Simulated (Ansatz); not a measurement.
System: C2H11NSi2 (charge 0, singlet). 
Structure (B3LYP-D3(BJ)/def2-TZVP (Ansatz, a quantum-chemistry and plane-wave program) minimum search):
```xyz
16

Si    -0.8459    -0.0418    -0.6036
C     -1.9028     1.5025    -0.5686
C     -1.2846    -1.2034     0.7954
N      0.8361     0.3655    -0.4473
Si     2.0253    -0.2735     0.6297
H     -1.0931    -0.7284    -1.9017
H     -2.9581     1.2571    -0.7111
H     -1.6159     2.1951    -1.3636
H     -1.7987     2.0250     0.3849
H     -2.3316    -1.5046     0.7178
H     -0.6788    -2.1117     0.7731
H     -1.1453    -0.7264     1.7679
H      1.1956     1.0267    -1.1215
H      2.2239    -1.7351     0.4591
H      3.3062     0.4178     0.3505
H      1.6568    -0.0550     2.0501
```
Charge 0, spin multiplicity 1.

Property: atomisation energy (electronic, to ground-state atoms), in kcal/mol. Correlated levels leave the core frozen unless marked. UHF or UKS for open shells. No spin-orbit coupling. Non-relativistic unless marked X2C. The coupled-cluster limit lacks core correlation, which all-electron functionals hold. CBS(X,Y): correlation extrapolated as X^-3; Hartree-Fock from the larger set.

```json
[
 {"level": "BLYP-D4/def2-TZVPD", "program": "Ansatz + dftd4", "atomisation energy (kcal/mol)": "1341.6"},
 {"level": "r2SCANh-D4/def2-TZVPD", "program": "Ansatz + dftd4", "atomisation energy (kcal/mol)": "1344.3"},
 {"level": "B2PLYP/def2-TZVPD", "program": "Ansatz", "atomisation energy (kcal/mol)": "1331.1"},
 {"level": "CCSD/6-31G*", "program": "Ansatz", "atomisation energy (kcal/mol)": "1194.5"},
 {"level": "CCSD(T)/STO-3G", "program": "Ansatz", "atomisation energy (kcal/mol)": "1441.9"},
 {"level": "X2C-CCSD(T)/cc-pVTZ-DK", "program": "Ansatz", "atomisation energy (kcal/mol)": "1311.8"},
 {"level": "CCSD(T)/CBS(cc-pV(T+d)Z,cc-pV(Q+d)Z)", "program": "Ansatz", "atomisation energy (kcal/mol)": "1354.0"}
]
```
